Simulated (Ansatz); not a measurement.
Al2Si4P2H12Cl4⁺, that is (Cl2Al-mu-PSiH3)2 with one electron fewer. Charge 1, multiplicity 2. Geometry PBE-D4/def2-SVP, that of the neutral singlet; atoms count from 1.

```xyz
24

Al    1.556    0.659    0.252
Cl    2.842   -0.295    1.665
Cl    2.196    2.389   -0.821
P    -0.626    1.027    1.211
Si   -1.374    3.152    1.052
Si   -0.790    0.214    3.314
Al   -1.585   -0.472   -0.417
Cl   -2.413   -2.189    0.546
Cl   -2.711    0.627   -1.858
P     0.618   -0.962   -1.268
Si    1.275   -3.070   -0.785
Si    0.914   -0.448   -3.447
H    -2.824    3.181    1.445
H    -1.190    3.559   -0.377
H    -0.567    4.020    1.973
H    -2.230    0.262    3.741
H    -0.289   -1.196    3.258
H     0.054    1.055    4.227
H     0.455   -4.031   -1.592
H     1.040   -3.256    0.682
H     2.730   -3.212   -1.124
H     2.376   -0.560   -3.773
H     0.424    0.955   -3.621
H     0.120   -1.410   -4.282
```

(1) Estimate the Mulliken populations from the PBE0/def2-SVP orbitals of Ansatz.

(2) Where does the spin sit?

(3) And the Mayer bond orders between bonded heavy atoms (over 0.3)?

Results:

(1) 
```tsv
atom	charge (e)	spin (α − β)
Al1	0.80	-0.02
Cl2	-0.20	0.08
Cl3	-0.20	0.08
P4	-0.64	0.35
Si5	0.31	-0.02
Si6	0.30	-0.02
Al7	0.80	-0.02
Cl8	-0.20	0.08
Cl9	-0.20	0.08
P10	-0.64	0.35
Si11	0.30	-0.02
Si12	0.31	-0.02
H13	0.02	0.01
H14	0.02	0.00
H15	0.02	0.01
H16	0.03	0.01
H17	0.01	0.00
H18	0.03	0.01
H19	0.03	0.01
H20	0.01	0.00
H21	0.03	0.01
H22	0.03	0.01
H23	0.02	0.00
H24	0.02	0.01
```
Mulliken values and Mayer orders depend strongly on the basis.

(2) Summed by element: Al -0.03, Cl 0.32, P 0.70, Si -0.08, H 0.10, of 1 unpaired in all. Largest on single atoms: P10 0.35, P4 0.35, Cl2 0.08.

(3) Al1–Cl2 1.12 (2.14 Å); Al1–Cl3 1.13 (2.13 Å); Al1–P4 0.53 (2.41 Å); Al1–P10 0.53 (2.41 Å); P4–Si5 0.83 (2.26 Å); P4–Si6 0.83 (2.26 Å); P4–Al7 0.53 (2.41 Å); Al7–Cl8 1.12 (2.14 Å); Al7–Cl9 1.13 (2.13 Å); Al7–P10 0.53 (2.41 Å); P10–Si11 0.83 (2.26 Å); P10–Si12 0.83 (2.26 Å).
